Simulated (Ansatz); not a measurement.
Start from `B[SiH](Br)N=C` and change one atom or group to get `B[SiH](Cl)Br`.

Ansatz, PBE0-D4/def2-TZVP geometries, multiplicity 1. Each molecule was computed in one conformer, which needn't be the lowest.

Scalar relativity is left out up to krypton.

| property | `B[SiH](Br)N=C` |
| --- | --- |
| HOMO energy (PBE/def2-TZVPP) / eV | -6.36 |
| LUMO energy (PBE/def2-TZVPP) / eV | -2.59 |
| LUMO energy (B3LYP/def2-TZVPP) / eV | -1.76 |
| LUMO energy (ωB97M-V/def2-TZVPP) / eV | 0.61 |
| size of the dipole moment (B3LYP/def2-TZVPP) / D | 2.10 |
| HOMO energy (ωB97M-V/def2-TZVPP) / eV | -9.89 |

Question: What does the change do to each property? (Estimate.)

Answer: The calculation gave: 
| property | `B[SiH](Cl)Br` | shift |
| --- | --- | --- |
| HOMO energy (PBE/def2-TZVPP) / eV | -6.97 | -0.61 |
| LUMO energy (PBE/def2-TZVPP) / eV | -2.54 | 0.05 |
| LUMO energy (B3LYP/def2-TZVPP) / eV | -1.82 | -0.06 |
| LUMO energy (ωB97M-V/def2-TZVPP) / eV | 0.23 | -0.38 |
| size of the dipole moment (B3LYP/def2-TZVPP) / D | 1.09 | -1.01 |
| HOMO energy (ωB97M-V/def2-TZVPP) / eV | -10.23 | -0.34 |

With PBE0 the HOMO falls by 0.44 eV and the LUMO falls by 0.11 eV, so the gap widens by about 0.33 eV. PBE moves the HOMO by -0.61 eV and ωB97M-V by -0.34 eV. The zero-point energy changes by -77.4 kJ/mol with -9 modes. Dipoles are sizes alone; their direction can turn.

B3LYP here is the variant with VWN-RPA as its local correlation; programs differ in this.

Spin–orbit coupling is left out; it splits and shifts lone-pair levels of the heavy atoms by tenths of an eV.
